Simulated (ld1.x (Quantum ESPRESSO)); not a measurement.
Co: one change to a TM potential, before and after

- Element: cobalt (Co)
- Generator: ld1.x (Quantum ESPRESSO) 7.5
- Type: norm-conserving Troullier–Martins (Kleinman–Bylander form)
- Functional: BP86
- Relativity: scalar-relativistic
- Frozen core: [Ne]
- Valence charge: 17
- Reference configuration: 3s2 3p6 3d7 4s1.75 4p0.25
- Partial waves: 3s (bound): rc 0.75 bohr; 3p (bound): rc 1.15 bohr; 3d (bound): rc 1.30 bohr
- Local potential: the d channel
- Core correction: none

Occupied shells without a wave of their own: 4p, 4s. They enter only through the test configuration that unscreens the potential.

All-electron outer shells of the reference configuration (BP86, scalar-relativistic, ld1.x):

| shell | level (eV) | outermost node (bohr) | outermost maximum (bohr) |
| --- | --- | --- | --- |
| 2s | -899.91 | 0.08 | 0.21 |
| 2p | -770.80 | – | 0.17 |
| 3s | -102.99 | 0.31 | 0.66 |
| 3p | -66.24 | 0.28 | 0.68 |
| 3d | -8.83 | – | 0.66 |
| 4s | -5.96 | 0.96 | 2.29 |
| 4p | -1.63 | 1.05 | 3.17 |

Change: local potential the s channel.

Cutoffs: the cutoffs (Ry, on a coarse ladder) from which the occupation-weighted sum of valence levels, in a spherical-Bessel basis at the reference potential, stays within 10 and 1 mRy of its value at 400 Ry; they do not see the model core or the augmentation charge, which bear on the density cutoff. Errors are all-electron minus pseudo energies relative to the spin-unpolarised reference configuration.

Task: How do hardness, ghosts and transferability respond?

Result: Of the 7 tests that both files solve, the error grows in 0 and shrinks in 7 by more than 15 % and 0.3 meV (median size 124.7 → 59.7 meV); the range in which the p phases agree widens (upper end 2.8 → 4.8); neither file shows a bound ghost.

| quantity | base | changed |
| --- | --- | --- |
| cutoff, loose | 230 Ry | 230 Ry |
| cutoff, tight | over 300 Ry | over 300 Ry |
| bound ghosts | none | none |
| largest miss of a reference level, eV | 0.14 | 0.05 |
| error for 3s2 3p6 3d7 4s2 4p0, meV [ΔE -1.07 eV] | -19 | +9.6 |
| error for 3s2 3p6 3d7 4s1 4p0, meV [ΔE 8.15 eV] | +161 | -50 |
| error for 3s2 3p6 3d7 4s0 4p0, meV [ΔE 25.03 eV] | +429 | -142 |
| error for 3s1 3p6 3d7 4s2 4p0, meV [ΔE 109.53 eV] | -92 | -60 |
| error for 3s2 3p6 3d7 4s0 4p2, meV [ΔE 7.98 eV] | +125 | -73 |
| error for 3s2 3p6 3d8 4s0 4p0, meV [ΔE 5.59 eV] | +277 | -78 |
| error for 3s2 3p5 3d7 4s2 4p0, meV [ΔE 72.56 eV] | -64 | -39 |
| s: phases at 1.40 bohr within 0.05 rad from the reference energy up to (Ry; the scan ends near 5) | 2.8 | 3.1 |
| p: phases at 1.40 bohr within 0.05 rad from the reference energy up to (Ry; the scan ends near 5) | 2.8 | 4.8 |
| d: phases at 1.40 bohr within 0.05 rad from the reference energy up to (Ry; the scan ends near 5) | 3.9 | to the end of the scan |

Base: The 4p, 4s levels have no wave, so the channel is fitted at the deeper level alone: the likely source of the large errors.
